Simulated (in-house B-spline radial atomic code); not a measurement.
A fraction x of an electron is removed from 4d in Pd3+, starting from [Kr] 4d7 and keeping the highest spin. Method: scalar-relativistic (X2C) CAM-B3LYP, spin-polarised, spherical fractional occupations, Fermi nucleus of rms radius 4.5318 fm. Calculated with a B-spline radial code for spherical atoms.

Caution: exact exchange at fractional occupations of open shells leaves self-interaction of up to several eV.

```json
{"x": "0", "E(x) - E(0) (eV)": "0.0000", "4d down level (eV)": "-39.561"}
{"x": "0.21", "E(x) - E(0) (eV)": "8.5943", "4d down level (eV)": "-42.298"}
{"x": "0.37", "E(x) - E(0) (eV)": "15.5309", "4d down level (eV)": "-44.414"}
{"x": "0.39", "E(x) - E(0) (eV)": "16.4219", "4d down level (eV)": "-44.680"}
{"x": "0.5", "E(x) - E(0) (eV)": "21.4176", "4d down level (eV)": "-46.153"}
{"x": "0.52", "E(x) - E(0) (eV)": "22.3433", "4d down level (eV)": "-46.422"}
{"x": "0.65", "E(x) - E(0) (eV)": "28.4924", "4d down level (eV)": "-48.181"}
{"x": "0.78", "E(x) - E(0) (eV)": "34.8711", "4d down level (eV)": "-49.957"}
{"x": "0.93", "E(x) - E(0) (eV)": "42.5195", "4d down level (eV)": "-52.026"}
{"x": "1", "E(x) - E(0) (eV)": "46.1954", "4d down level (eV)": "-52.999"}
```

The exact functional would give a straight line between the two integer points. Deviations E(x) - E(0) - x[E(1) - E(0)], in eV: -1.107 at x = 0.21, -1.561 at x = 0.37, -1.594 at x = 0.39, -1.68 at x = 0.5, -1.678 at x = 0.52, -1.535 at x = 0.65, -1.161 at x = 0.78, -0.442 at x = 0.93.

The curve lies below the straight line by up to 1.68 eV (at x = 0.5): convex, the delocalisation error, to which spherically averaged exact exchange adds.

Question: How well does Slater's transition state (minus the level at half occupation) give the ionisation energy?

Answer: It gives 46.153 eV against 46.195 eV from the two total energies; NIST lists 46.00 eV, ground level to ground level. The end point has an open shell averaged over its orbitals, so its exact exchange keeps a self-interaction and this is no true integer point.
